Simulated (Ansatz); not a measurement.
`[NH2][Al]([SiH3])[SiH2]O` + `OBF` → `O[SiH2]OBF` + `[NH2][AlH][SiH3]`  (cleavage of the Si–Al bond)

Program: Ansatz. Geometries: PBE0-D4/def2-TZVP. ΔE: electronic, gas phase. CCSD(T)/CBS adds triple-zeta CCSD(T) − MP2 to the extrapolated MP2 energy (def2 sets, frozen cores). This one scheme is used for every species. DFT in def2-TZVPP. Each species was taken in one conformer, which may not be the lowest.

(1) Is it downhill or uphill in electronic energy at CCSD(T)/CBS, and by how much? (Estimate.)

(2) What do these levels give: r2SCAN-D4, r2SCAN0-D4, r2SCAN0, CCSD/def2-SVP, MP2/def2-QZVPP, SCS-MP2/def2-QZVPP? (An estimate is asked.)

Largest T1 diagnostic among the species: 0.013.

Results:

(1) The calculation gave: Downhill: ΔE = -27.7 kcal/mol.

(2) Computed: r2SCAN-D4 -26.6, r2SCAN0-D4 -27.6, r2SCAN0 -27.8, CCSD/def2-SVP -26.1, MP2/def2-QZVPP -29.7, SCS-MP2/def2-QZVPP -30.4 kcal/mol.

From PBE to PBE0 (25 % exact exchange), in def2-TZVPP and without D4, ΔE moves by −2.5 kcal/mol. At CCSD(T), def2-SVP lies +2.3 kcal/mol from the extrapolated value and def2-TZVPP +0.1 kcal/mol. In def2-TZVPP, CCSD(T) changes the Hartree–Fock value by +6.7 kcal/mol (the triples alone add +1.0 kcal/mol) and MP2 by +4.9 kcal/mol.
